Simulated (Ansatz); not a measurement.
Reaction (cleavage of the Si–Ge bond): `[GeH3][SiH]1CO1` + `N[SiH3]` → `[SiH3]N[SiH]1CO1` + GeH₄

Gas-phase electronic energies from Ansatz, PBE0-D4/def2-TZVP geometries. CBS: MP2 limit from def2 TZ/QZ plus the TZ coupled-cluster correction, frozen cores. This one scheme is used for every species. DFT in def2-TZVPP. B3LYP here is the variant with VWN-RPA as its local correlation; programs differ in this. For Ge outer-core shells are correlated without core-valence functions, which leaves a few kJ/mol of doubt a bond. Scalar relativity is left out up to krypton. One conformer a species, not always the lowest.

```tsv
level	ΔE (kJ/mol)	difference from CCSD(T)/CBS
PBE-D4	-48.5	17.4
ωB97X-V	-67.1	-1.2
ωB97M-V	-69.2	-3.3
PBE0	-53.8	12.1
B3LYP	-61.4	4.5
SCS-MP2/def2-TZVPP	-73.8	-7.9
CCSD/def2-TZVPP	-69.7	-3.8
CCSD(T)/def2-TZVPP	-67.8	-1.9
SCS-MP2/def2-QZVPP	-73.7	-7.8
MP2/CBS(def2)	-69.6	-3.7
CCSD(T)/CBS	-65.9	0
```

Largest T1 diagnostic among the species: 0.014.

In def2-TZVPP, CCSD(T) changes the Hartree–Fock value by +14.4 kJ/mol (the triples alone add +1.8 kJ/mol) and MP2 by +10.7 kJ/mol. The D4 term adds −3.4 kJ/mol with B3LYP and −1.9 kJ/mol with PBE0; it sums over pairs of atoms, weighted by their polarisabilities, and B3LYP, whose exchange is more repulsive, gets the larger term. From PBE to PBE0 (25 % exact exchange), in def2-TZVPP and without D4, ΔE moves by −7.6 kJ/mol.
